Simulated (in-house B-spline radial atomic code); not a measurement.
A run on I that did not converge. Method: scalar-relativistic (X2C) TPSS, spin-polarised, spherical fractional occupations, Fermi nucleus of rms radius 4.75 fm; computed with a B-spline radial code for spherical atoms.

Command:
```bash
python run_scf.py task.json out
```
Settings (nuclear radius in fm, mass in u):
```
Z                53
configuration    [Kr] 4d9.75 4f0.25 5s2 5p5
hamiltonian      x2c
method           tpss,tpss
spin_polarised   True
nucleus          fermi
rms_radius       4.75
atomic_mass      126.90447
speed_of_light   137.035999084
```

First and last ten iterations of the last attempt (damped for 15 steps, keeping 80 % of the old Fock matrix, then DIIS):
```
 iter        energy (Eh)    residual
    1       -7114.880513    7.81e-02
    2       -7114.884231    2.08e-03
    3       -7114.884298    1.39e-03
    4       -7114.884338    9.37e-04
    5       -7114.884349    6.40e-04
    6       -7114.884354    4.42e-04
    7       -7114.884358    3.09e-04
    8       -7114.884361    2.18e-04
    9       -7114.884364    1.56e-04
   10       -7114.884367    1.12e-04
  111       -7114.884442    1.63e-05
  112       -7114.884437    1.42e-05
  113       -7114.884436    1.46e-05
  114       -7114.884430    2.25e-05
  115       -7114.884438    1.65e-05
  116       -7114.884434    1.56e-05
  117       -7114.884438    1.70e-05
  118       -7114.884414    1.85e-04
  119       -7114.884442    4.23e-05
  120       -7114.884442    9.43e-05
 not converged after 120 iterations
```

The smallest residual met was 8.9e-06; the threshold is about 5e-07. No energy from this run should be used. Time taken, with all properties: 9.6 s on 1 thread of Arm Neoverse V1, with other jobs on the host.
